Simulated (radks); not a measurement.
Task: W, 74 electrons, occupied as [Xe] 4f14 5d4 6s2. All-electron calculation, Dirac Kohn-Sham, PBE, spin-unpolarised, spherical densities, finite nucleus; open shells fill j = l - 1/2 first; Fermi nuclear charge, rms radius 5.3658 fm. Program: a radial shooting solver on a logarithmic mesh with Libxc functionals. Some entries of the table are withheld. Estimate them.

| orbital | occ. | eigenvalue (eV) | <r^2> (bohr^2) | r(max) (bohr) |
|---|---|---|---|---|
| 1s1/2 | 2 | -69371.19 | 0.0004632 | 0.01146 |
| 2s1/2 | 2 | -11965.23 | 0.007063 | 0.06588 |
| 2p1/2 | 2 | -11444.43 | (1) | 0.04896 |
| 2p3/2 | 4 | -10091.76 | (2) | 0.05580 |
| 3s1/2 | 2 | -2755.058 | 0.04613 | 0.1855 |
| 3p1/2 | 2 | -2522.547 | 0.04232 | 0.1737 |
| 3p3/2 | 4 | -2230.054 | 0.04891 | 0.1877 |
| 3d3/2 | 4 | -1837.686 | 0.03792 | 0.1471 |
| 3d5/2 | 6 | -1774.075 | 0.03973 | 0.1510 |
| 4s1/2 | 2 | -567.8475 | 0.2283 | 0.4211 |
| 4p1/2 | 2 | -471.3143 | 0.2355 | 0.4209 |
| 4p3/2 | 4 | -403.5345 | 0.2709 | 0.4504 |
| 4d3/2 | 4 | -244.7949 | 0.2955 | 0.4471 |
| 4d5/2 | 6 | -232.3055 | 0.3089 | 0.4565 |
| 5s1/2 | 2 | -78.3347 | 1.285 | 0.9638 |
| 5p1/2 | 2 | -49.7921 | 1.576 | 1.034 |
| 5p3/2 | 4 | -40.0073 | 1.873 | 1.118 |
| 4f5/2 | 6 | -33.7914 | 0.4573 | (3) |
| 4f7/2 | 8 | -31.5547 | 0.4731 | (4) |
| 6s1/2 | 2 | -5.6016 | 11.71 | 2.673 |
| 5d3/2 | 4 | -4.6483 | 5.117 | 1.473 |
| 5d5/2 | 0 | -3.9371 | 5.689 | 1.524 |
| 6p1/2 | 0 | -1.6661 | 23.78 | 3.494 |
| 6p3/2 | 0 | -1.2023 | 30.19 | 3.905 |

Result: 
(1) 2p1/2 <r^2> (bohr^2): 0.005042
(2) 2p3/2 <r^2> (bohr^2): 0.006243
(3) 4f5/2 r(max) (bohr): 0.4263
(4) 4f7/2 r(max) (bohr): 0.4312
